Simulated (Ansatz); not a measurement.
Reaction (atomization): `NBC1C=C1` → B• + 3 C• + 6 H• + N•

Gas-phase electronic energies from Ansatz, PBE0-D4/def2-TZVP geometries. CCSD(T)/CBS is the MP2 limit (def2-TZVPP, def2-QZVPP) plus CCSD(T) − MP2 in def2-TZVPP, frozen cores. This one scheme is used for every species, atoms too. DFT in def2-TZVPP. HSE06 is defined as in plane-wave codes. No spin–orbit coupling; open shells (•) take unrestricted orbitals. Spin–orbit coupling would lower the free atoms: a little for B, C. Each species was taken in one conformer, which may not be the lowest.

```
           level  ΔE (kJ/mol)  difference from CCSD(T)/CBS
         PBE0-D4       4539.6                         72.6
         ωB97X-V       4495.1                         28.1
          B2PLYP       4455.7                        -11.3
             PBE       4612.4                        145.4
         r2SCANh       4471.4                          4.4
         r2SCAN0       4431.6                        -35.4
           HSE06       4529.0                         62.0
           BHLYP       4340.8                       -126.2
     HF/def2-SVP       3315.6                      -1151.4
CCSD(T)/def2-SVP       4276.6                       -190.4
     CCSD(T)/CBS       4467.0                            0
```

Largest T1 diagnostic among the species: 0.014.

From PBE to PBE0 (25 % exact exchange), in def2-TZVPP and without D4, ΔE moves by −88.1 kJ/mol: exact exchange takes away binding that semilocal exchange gives to molecules. Leaving LDA and LC-ωPBE aside and taking each functional with its dispersion term where it has one, the values, not all of them listed here, spread over 269.3 kJ/mol, from BHLYP-D4 to PBE-D4. LDA lies +557.6 kJ/mol from PBE without D4, its usual overbinding.

For atomizations the MP2-based limit and the directly extrapolated one differ by several kJ/mol either way, and by 10 to 25 for some Ge, Se and Sn compounds, so smaller differences from it don't rank the levels.
